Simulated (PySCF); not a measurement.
Choosing a molecule for a target property.

Species are written as SMILES; each is one conformer at its optimised geometry, gas phase, non-relativistic unless stated; the electronic structure was computed with PySCF and density fitting.

Dipoles, sizes and rotational constants follow the conformer. The torsions of the flexible species, by atom-mapped SMILES:
- `[H]/[N:1]=[CH:2]/[C:3](=[N:4]\[H])[CH2:5][CH2:6][S:7][SiH3:8]`: N1–C2–C3–N4 174°, C2–C3–C5–C6 -178°, C3–C5–C6–S7 73°, C5–C6–S7–Si8 -90°
- `[CH3:1][c:2]1[n:3][cH:4][n:5][n:6][c:7]1[SiH2:8][O:9][SiH3:10]`: N6–C7–Si8–O9 -1°, C7–Si8–O9–Si10 -1°
- `[CH3:1][C@:2]([F:3])([CH2:4][C:5]([F:6])([F:7])[F:8])[S:9](=[O:10])(=[O:11])[Cl:12]`: C1–C2–C4–C5 -68°, C2–C4–C5–F6 -79°, C1–C2–S9–O10 -67°
- `[CH3:1][S:2][C:3]1=[CH:4][CH:5]=[CH:6][CH2:7][C@@H:8]1[F:9]`: C1–S2–C3–C4 2°
- `[CH3:1][CH2:2][C:3]1=[CH:4][SiH2:5][CH:6]=[CH:7][O:8]1`: C1–C2–C3–C4 106°

(1) Wanted: dipole moment between 3 D and 4.3 D (PBE0/pcSseg-1) and HOMO energy below -6.8 eV (PBE0/pcSseg-1), at GFN2-xTB geometries. Which candidate meets both?
A. `C[C@](F)(CC(F)(F)F)S(=O)(=O)Cl`
B. `CCC1=C[SiH2]C=CO1`
C. `CC1=NC=NN=C1[SiH2]O[SiH3]`
D. `[H]/N=C(\C=N\[H])CCS[SiH3]`
E. `CSC1=CC=CC[C@@H]1F`

## Answers

(1) A. Computed values:
| species | dipole moment | HOMO energy |
| --- | --- | --- |
| CCC1=C[SiH2]C=CO1 | 0.85 D | -6.68 eV |
| CSC1=CC=CC[C@@H]1F | 2.41 D | -5.86 eV |
| CC1=NC=NN=C1[SiH2]O[SiH3] | 2.70 D | -6.93 eV |
| C[C@](F)(CC(F)(F)F)S(=O)(=O)Cl | 3.86 D | -9.31 eV |
| [H]/N=C(\C=N\[H])CCS[SiH3] | 4.80 D | -6.46 eV |
